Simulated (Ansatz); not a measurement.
Reaction (formal hydrolysis of the Al–N bond): `[NH2][Al]([F])[TeH]` + H₂O → `[OH][Al]([F])[TeH]` + NH₃

Computed with Ansatz on PBE0-D4/def2-TZVP structures; ΔE is electronic, products minus reactants. CCSD(T)/CBS is the MP2 limit (def2-TZVPP, def2-QZVPP) plus CCSD(T) − MP2 in def2-TZVPP, frozen cores. This one scheme is used for every species. Functionals use def2-TZVPP. Elements past krypton have def2 core potentials. For Te outer-core shells are correlated without core-valence functions, which leaves a few kJ/mol of doubt a bond. One conformer a species, not always the lowest.

`[NH2][Al]([F])[TeH]`:

Z-matrix (Å, degrees):
```
N
Al 1 1.754
H 1 1.007 2 124.1
H 1 1.006 2 125.3 3 179.8
F 2 1.649 1 118.6 3 -0.3
Te 2 2.519 1 122.3 3 179.6
H 6 1.657 2 88.7 1 178.9
```

H₂O:

```xyz
3

O     0.312   -0.232   -0.010
H     0.103    0.492   -0.604
H    -0.415   -0.260    0.615
```

`[OH][Al]([F])[TeH]`:

Z-matrix (Å, degrees):
```
Al
F 1 1.642
Te 1 2.512 2 116.2
O 1 1.681 2 117.8 3 180.0
H 3 1.659 1 89.8 2 -180.0
H 4 0.955 1 124.7 2 179.8
```

NH₃:

```xyz
4

N    -0.107    0.213    0.150
H     0.878    0.347   -0.042
H    -0.198   -0.672    0.634
H    -0.573    0.112   -0.743
```

```csv
level,ΔE (kJ/mol)
revPBE-D4,-42.7
B97M-V,-48.3
BHLYP-D4,-44.9
PBE0,-42.9
```

Problem. What does CCSD(T)/CBS give? (Estimate.)

Solution. The calculation gave: -42.1 kJ/mol. The listed levels differ from it by -0.6, -6.2, -2.8, -0.8 kJ/mol.

Largest T1 diagnostic among the species: 0.012.

Leaving LDA and LC-ωPBE aside and taking each functional with its dispersion term where it has one, the values, not all of them listed here, spread over 6.7 kJ/mol, from B97M-V to HSE06-D4. LDA lies +3.5 kJ/mol from PBE without D4. In def2-TZVPP, CCSD(T) changes the Hartree–Fock value by +3.2 kJ/mol (the triples alone add +0.1 kJ/mol) and MP2 by +3.2 kJ/mol.
